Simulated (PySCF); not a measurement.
H4MgSeSi.

```xyz
7

Mg    -0.0780    -0.3801     0.4914
Se     0.1621     1.1080    -1.4396
H      1.6288     1.0884    -1.2675
Si    -0.3544    -1.9499     2.5270
H     -1.1487    -3.1774     2.2053
H     -1.0524    -1.2900     3.6751
H      0.9589    -2.4324     3.0601
```

The structure is a stationary point at TPSSh-D3(BJ)/def2-SVP. One conformer was computed; it need not be the lowest.

Method: PySCF with PBE0/pcSseg-2. Non-relativistic, no solvent.

Computed absolute GIAO shielding of each atom: isotropic value and principal components (ppm):
```json
[
 {"atom": "Mg1", "σ(iso)": "430.7", "σ11": "295.3", "σ22": "299.7", "σ33": "697.0", "span": "401.7"},
 {"atom": "Se2", "σ(iso)": "2283.2", "σ11": "2216.4", "σ22": "2217.1", "σ33": "2416.1", "span": "199.8"},
 {"atom": "H3", "σ(iso)": "32.0", "σ11": "23.4", "σ22": "26.1", "σ33": "46.3", "span": "22.9"},
 {"atom": "Si4", "σ(iso)": "491.4", "σ11": "476.8", "σ22": "498.5", "σ33": "498.7", "span": "21.9"},
 {"atom": "H5", "σ(iso)": "28.3", "σ11": "25.3", "σ22": "25.9", "σ33": "33.7", "span": "8.3"},
 {"atom": "H6", "σ(iso)": "28.3", "σ11": "25.3", "σ22": "25.9", "σ33": "33.7", "span": "8.3"},
 {"atom": "H7", "σ(iso)": "28.3", "σ11": "25.4", "σ22": "25.9", "σ33": "33.6", "span": "8.2"}
]
```
